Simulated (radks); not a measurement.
Values are calculated unless marked as measured or tabulated.
N2+, 5 electrons, occupied as [He] 2s2 2p1. Level of theory: scalar-relativistic Kohn-Sham, LDA (Slater exchange, Perdew-Wang correlation), spin-unpolarised, spherical densities, finite nucleus; Fermi nuclear charge, rms radius 2.5582 fm (a radial shooting solver on a logarithmic mesh with Libxc functionals).

Normalised radial functions P(r) = r R(r), r in bohr:

```
   r/bohr * 2p, o 3s, + 3p (the largest magnitude, 0.901, reaches the edge; | marks zero, & curves that meet)
  0.02083                             & o
   0.0233                             & o
  0.02628                             & o
  0.02963                             &  o
   0.0334                             &  o
  0.03736                             &  o
  0.04212                             +*  o
   0.0475                             +*  o
  0.05355                             +*  o
   0.0599                             +*  o
  0.06753                             |&   o
  0.07614                             |+*  o
  0.08585                             |+*  o
  0.09603                             |+ * o
   0.1083                             |+ * o
   0.1221                             | + *o
   0.1376                             | +  &
    0.154                             | +  o*
   0.1736                             |  + o *
   0.1957                             |  +o   *
   0.2207                             |  o+    *
   0.2468                             | o  +     *
   0.2783                             |o   +      *
   0.3138                             o     +       *
   0.3538                           o |      +        *
   0.3957                          o  |       +         *
   0.4461                        o    |       +           *
    0.503                      o      |        +            *
   0.5672                     o       |        +              *
   0.6344                    o        |         +              *
   0.7153                   o         |        +                *
   0.8064                   o         |        +                 *
   0.9093                   o         |       +                  *
    1.017                     o       |      +                  *
    1.147                       o     |    +                   *
    1.293                          o  | +                    *
    1.458                            +o                    *
     1.63                         +   |   o             *
    1.838                      +      |       o      *
    2.073                   +         |           &
    2.337                +            |        *     o
    2.614              +              |     *          o
    2.947            +                |   *             o
    3.323            +                |  *              o
    3.747             +               |*               o
    4.191              +              |*            o
    4.725                +            *          o
    5.327                   +         *       o
    6.007                      +      *     o
    6.719                        +    *   o
    7.575                          +  * o
    8.541                           + *o
     9.63                            +&
    10.77                             &
    12.14                             &
```

2p: eigenvalue -37.619 eV, 0 radial nodes, <r> = 1.14 bohr, 90 % of the charge inside 1.88 bohr. 3s (empty): eigenvalue -12.991 eV, 2 radial nodes at r = 0.310, 1.44 bohr, <r> = 3.37 bohr, 90 % of the charge inside 4.97 bohr. 3p (empty): eigenvalue -10.478 eV, 1 radial node at r = 1.43 bohr, <r> = 3.66 bohr, 90 % of the charge inside 5.49 bohr.
